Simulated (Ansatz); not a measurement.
Z-matrix (Å, degrees):
```
Si
O 1 1.640
H 1 1.486 2 109.6
H 1 1.486 2 109.6 3 -119.8
H 1 1.490 2 110.8 3 120.1
Ge 2 1.800 1 137.6 3 -120.3
O 6 1.774 2 96.3 1 180.0
H 7 0.964 6 112.5 2 -0.0
```

Total charge 0; spin multiplicity 1.

Question: List the r2SCAN/def2-TZVPP orbital energies in eV (the Gaussian-basis code of Ansatz). (Estimate.)

Answer: Ansatz gave: Occupied: -10834.88, -1791.46, -1349.88, -1199.98, -1199.93, -1199.90, -515.93, -515.89, -168.08, -141.84, -117.90, -117.75, -117.63, -96.73, -96.68, -96.67, -31.20, -31.16, -31.08, -30.99, -30.88, -26.16, -25.35, -14.64, -13.28, -11.72, -10.00, -9.87, -8.88, -8.48, -8.30, -7.72, -6.92. Lowest empty: -2.54, -0.52, 0.34, 1.26, 1.37, 1.51, 1.99, 2.50.
